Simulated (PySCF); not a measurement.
Some computed properties have been withheld. Give your best values.

C5H5F5.
Cartesian coordinates in Å at the PBE0-D3(BJ)/def2-SVP level; atoms count from 1:
```
atom  x, y, z in Å
F1    -2.2758   -1.2430    0.3360
C2    -1.9630   -0.1260   -0.3177
F3    -1.6883   -0.4410   -1.5794
F4    -3.0134    0.6806   -0.3019
C5    -0.7438    0.5427    0.3439
F6    -0.4687    1.6534   -0.3746
F7    -1.1358    0.9373    1.5735
C8     0.4501   -0.3530    0.4360
C9     1.3831   -0.4722   -0.7316
C10    1.8159    0.2605    0.4979
H11    0.2547   -1.2451    1.0363
H12    1.1521    0.1236   -1.6176
H13    1.8028   -1.4587   -0.9395
H14    1.8803    1.3496    0.4426
H15    2.5409   -0.2092    1.1661
```

| property | level | value |
| --- | --- | --- |
| point group | PBE0-D3(BJ)/def2-SVP | C1 |
| rotational constants A, B, C | PBE0-D3(BJ)/def2-SVP | 2.123, 1.109, 1.005 GHz |
| dipole moment | CAM-B3LYP/def2-SVPD | ? |
| HOMO energy | CAM-B3LYP/def2-SVPD | ? |
| LUMO energy | CAM-B3LYP/def2-SVPD | 1.24 eV |
| lowest singlet excitation | TDDFT CAM-B3LYP/def2-SVPD | 8.73 eV (142 nm, f = 0.005) |
| strongest line among the 10 lowest singlet transitions | TDDFT CAM-B3LYP/def2-SVPD | ? |
| lowest triplet excitation (Tamm–Dancoff) | TDA CAM-B3LYP/def2-SVPD | 8.52 eV |
| static isotropic polarisability | CAM-B3LYP/def2-SVPD | ? |
| vertical ionisation energy | ΔSCF CAM-B3LYP/def2-SVPD | ? |
| electronic spatial extent ⟨r²⟩ about the centre of nuclear charge | CAM-B3LYP/def2-SVPD | ? |
| 13C chemical shifts (computed TMS as zero) by class | GIAO PBE0/pcSseg-1 | 125.3 (C2), 117.4 (C5), 12.2 (C8), 3.0 (C9/C10) ppm |
| 1H chemical shifts (computed TMS as zero) by class | GIAO PBE0/pcSseg-1 | ? |
| isotropic shieldings of nuclei other than C and H, by class | GIAO PBE0/pcSseg-1 | 277 (F1/F3/F4), 320 (F6/F7) ppm |
| largest of the computed one-bond spin–spin couplings (means over like bonds) | B3LYP/pcJ-1, spin–dipole term left out for some pairs | 19F–13C -353.1 (F1–C2 and 2 like it), 19F–13C -305.6 (F6–C5 and 1 like it), 13C–1H +173.0 (C9–H12 and 1 like it), 13C–1H +172.6 (C9–H13 and 1 like it), 13C–1H +172.3 (C8–H11) Hz |

Gas-phase values; electronic properties from PySCF, density fitting. The structure is a single PBE0-D3(BJ)/def2-SVP conformer in the gas phase; no vibrational or solvent corrections. NMR classes are plain means over equivalent atoms (diastereotopic ones count apart unless rotation or inversion swaps them), as if these changed places fast; in this geometry the members of some classes differ.

What is the dipole moment?

2.72 D.

Give the static isotropic polarisability.

61.0 au.

What is the strongest line among the 10 lowest singlet transitions?

S10 at 10.28 eV (121 nm, f = 0.104).

What is the vertical ionisation energy?

11.58 eV.

The HOMO energy?

-10.72 eV.

The electronic spatial extent ⟨r²⟩ about the centre of nuclear charge?

1237 bohr².

Give the 1H chemical shifts (computed TMS as zero) by class.

1.19 (H11), 0.83 (H12/H14), 0.72 (H13/H15) ppm.

No computed singlet falls in the visible range (750 to 380 nm, 1.65 to 3.26 eV); S1 lies 5.47 eV above its blue end. With B = h/(8π²I), that is 505.379 GHz u Å² over I, the principal moments of inertia are 238.1, 455.6 and 503.0 u Å² (most abundant isotopes); the inertial defect Ic − Ia − Ib is -190.7 u Å² (zero for a rigid planar frame, negative otherwise). The rotational constants make it an asymmetric top with κ = (2B − A − C)/(A − C) = -0.81, nearer the prolate limit (−1). The ΔSCF ionisation energy exceeds −ε(HOMO) by 0.86 eV with CAM-B3LYP.
